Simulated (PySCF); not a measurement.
## Electron correlation in V¹⁵⁺ (vanadium, charge +15)

[He] 2s2 2p4, high-spin 3P determinant. Computed with PySCF 2.14 in an even-tempered Gaussian basis (20 s from 2.1 bohr⁻², ratio 2.2; 12 p from 2.7 bohr⁻², ratio 2.2; 6 d from 16 bohr⁻², ratio 2.4; 5 f from 24 bohr⁻², ratio 2.4; 5 g from 36 bohr⁻², ratio 2.4), with the spin-free X2C one-electron Hamiltonian (Gaussian nucleus). Frozen: nothing; 8 electrons correlated; the 15 highest virtual orbitals of each spin left out.

MP2 pair energies summed by pair of shells (mhartree):

| pair | energy | share (%) |
| --- | --- | --- |
| 2s-2p | -88.10 | 33.4 |
| 2p-2p | -83.92 | 31.9 |
| 1s-1s | -39.82 | 15.1 |
| 1s-2p | -29.38 | 11.2 |
| 2s-2s | -12.80 | 4.9 |
| 1s-2s | -9.44 | 3.6 |

Total MP2 correlation energy: -263.46 mhartree.

Same-spin part -55.42 and opposite-spin part -208.03 mhartree; SCS-MP2 scales them by 1/3 and 6/5 to -268.12 mhartree.
